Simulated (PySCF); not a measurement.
## Constants of CSe, step by step

State: ¹Σ⁺, singlet, closed shell. De refers to C + Se. RHF-based CCSD(T) in PySCF 2.14 with C cc-pVTZ, Se cc-pVTZ-PP with ECP10 and C cc-pVQZ, Se cc-pVQZ-PP with ECP10 (frozen core orbitals: 10; scalar-relativistic core potentials). Correlation energies are extrapolated as n⁻³ (n = 3, 4), Hartree–Fock as (n+1)·exp(−9√n). CV is the change on freezing 4 orbitals instead, in C cc-pwCVTZ, Se cc-pwCVTZ-PP with ECP10.

| Level | Re (Å) | ωe (cm⁻¹) | ωexe (cm⁻¹) | αe (cm⁻¹) | De (eV) |
| --- | --- | --- | --- | --- | --- |
| CCSD(T)/TZ | 1.6912 | 1023.9 | 4.71 | 0.00367 | 5.913 |
| CCSD(T)/QZ | 1.6854 | 1031.2 | 4.71 | 0.00370 | 6.075 |
| HF/CBS | 1.6470 | 1158.6 | 4.08 | 0.00320 | 2.906 |
| MP2/CBS | 1.6748 | 1068.5 | n/a | 0.00331 | 6.499 |
| CCSD/CBS | 1.6680 | 1089.2 | 4.19 | 0.00339 | 5.727 |
| CCSD(T)/CBS | 1.6830 | 1035.8 | 4.69 | 0.00369 | 6.182 |
| CCSD(T)/CBS+CV | 1.6740 | 1043.7 | 4.74 | 0.00374 | 6.267 |

Question: How much is left between CCSD(T)/QZ and the basis-set limit, and how much do the triples give at the limit?

Answer: CCSD(T)/CBS less CCSD(T)/QZ: -2.4 mÅ in Re, +4.6 cm⁻¹ in ωe and +0.107 eV in De. CCSD(T)/CBS less CCSD/CBS: +15.0 mÅ in Re, -53.4 cm⁻¹ in ωe and +0.455 eV in De.

Question: What do the later terms add?

Answer: CV: -9.0 mÅ in Re, +7.9 cm⁻¹ in ωe and +0.085 eV in De, each against the row above.

The T1 diagnostic is 0.032, large enough to doubt a single reference. The open-shell atoms are computed with UHF. Spin–orbit coupling, excitations beyond (T) and corrections to the Born–Oppenheimer picture are left out.

The whole job (state search and all basis sets along the bond) took about 12 min on 4 threads of Arm Neoverse V1 (shared host), peak memory 4.5 GiB.
